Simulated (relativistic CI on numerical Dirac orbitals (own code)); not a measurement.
**Sensitivity of the levels of I II to α and to the nuclear radius**

Calculated at this level of theory: Dirac-Coulomb-Breit CI, separate exchange-only KLI orbitals for each configuration, valence Slater integrals scaled by 0.85, P86 correlation energy added to each configuration, derivatives by finite differences, QED left out (own radial code, finite nucleus).

Configuration list (outside the closed core [Kr] 4d10): 5s²5p⁴, 5s²5p³6s, 5s5p⁵, 5s²5p³5d, 5s²5p³6p, 5p⁶, 5s5p⁴5d. The list is cut by size and lacks configurations that can hold low levels.

With x = (α/α₀)² − 1 an excitation energy changes as ω = ω₀ + qx; K = 2q/ω₀ is the relative enhancement. Terms are leading LS components, so labels can repeat. The field-shift factor is F = δν/δ⟨r²⟩ for the transition from the lowest level.

Lowest level 5s²5p⁴ ³P2.

```csv
Level,ω₀ (cm⁻¹),q (cm⁻¹),K,F (GHz/fm²)
5s²5p⁴ ³P0,6413.8,4461,1.39,-0.179
5s²5p⁴ ³P1,6937.9,8620,2.48,-0.273
5s²5p⁴ ¹D2,14622.0,7701,1.05,-0.167
5s²5p⁴ ¹S0,29177.1,13140,0.901,-0.774
5s²5p³6s ⁵S°2,83979.5,682.6,0.0163,2.92
5s5p⁵ ³P°2,85406.0,7621,0.178,-5.47
5s²5p³5d ⁵D°1,87150.2,5020,0.115,-1.26
5s²5p³5d ⁵D°0,87915.8,4728,0.108,1.2
5s²5p³5d ⁵D°3,88201.9,3699,0.0839,2.03
5s²5p³6s ³S°1,88281.3,-809,-0.0183,4.83
5s²5p³5d ⁵D°4,88348.8,3981,0.0901,2.03
5s²5p³5d ⁵D°2,88885.0,6124,0.138,0.162
5s5p⁵ ³P°1,91014.3,12930,0.284,-5.67
5s5p⁵ ³P°0,93695.6,18760,0.4,-9.05
5s²5p³5d ³D°2,94319.9,1096,0.0232,2.19
5s²5p³5d ³D°1,96165.4,3748,0.078,3.05
5s²5p³5d ³D°3,96914.9,5254,0.108,2.33
5s²5p³6s ³D°2,98320.3,-900.8,-0.0183,5.43
5s²5p³5d ³D°1,99040.7,6311,0.127,1.44
5s²5p³5d ¹P°1,100036.7,6576,0.131,0.788
5s²5p³6s ³D°3,101291.8,3314,0.0654,5.3
5s²5p³5d ³F°2,101374.9,6128,0.121,2.07
5s²5p³6p ⁵P1,101425.9,224.9,0.00443,2.86
```

For a near-neutral ion this model can misplace configurations by up to about 10,000 cm⁻¹ (more where the count of f electrons changes) and terms by 10 to 25 % of their spread. Rates follow the energies as ν³ (E1, M1) or ν⁵ (E2), so they and the lifetimes can be off by large factors. The fine structure of a lone outer electron comes out too small, for d and f at times inverted, and misplaced configurations move strength between like terms.
